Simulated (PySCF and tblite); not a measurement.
Results of a calculation; reference values are marked as such.
C₆H₄F₂O₂, numbered as in [O:1]=[c:2]1[cH:3][cH:4][o:5][c:6]([CH:7]([F:8])[F:9])[cH:10]1.

Level: PBE0-D3(BJ)/pcSseg-1//GFN2-xTB, thermal terms from GFN2-xTB, symmetry numbers and mirror pairs counted. Conformers within 2.5 kcal/mol (GFN2-xTB free energy) were kept, 5 at most. GIAO shieldings: PBE0/pcSseg-1. Shifts are against TMS (¹H), TMS (¹³C), CFCl3 (¹⁹F) at the same level. (PySCF 2.14, tblite 0.8.)

Torsions listed: O5–C6–C7–F8.

| conformer | shape | symmetry | E(GFN2) kcal/mol | E(DFT) kcal/mol |
| --- | --- | --- | --- | --- |
| 1 | 59° | Cs | 1.49 | 0.00 |
| 2 | -121° | Cs | 0.00 | 0.41 |

(1) How much do the weights at 298.15 K and the averaged shift of H10 depend on how the conformers are weighted?

Answers

(1) 
```tsv
weighting	1 (%)	2 (%)	δ (ppm)	rms dipole (D)
DFT energy with thermal terms, symmetry and mirror images (full scheme)	59	41	6.66	3.17
DFT energy with symmetry and mirror images	66	34	6.62	2.96
bare DFT energy	66	34	6.62	2.96
GFN2-xTB energy with symmetry and mirror images	8	92	6.94	4.32
GFN2-xTB free energy	6	94	6.95	4.36
leading conformer alone	100	0	6.44	1.75
equal weights	50	50	6.71	3.39
```

The largest departure from the full scheme, 0.29 ppm, comes with: GFN2-xTB free energy.


Conformer gaps in pcSseg-1 on xTB geometries can be 2 kcal/mol off for S=O, P=O and other polar bonds.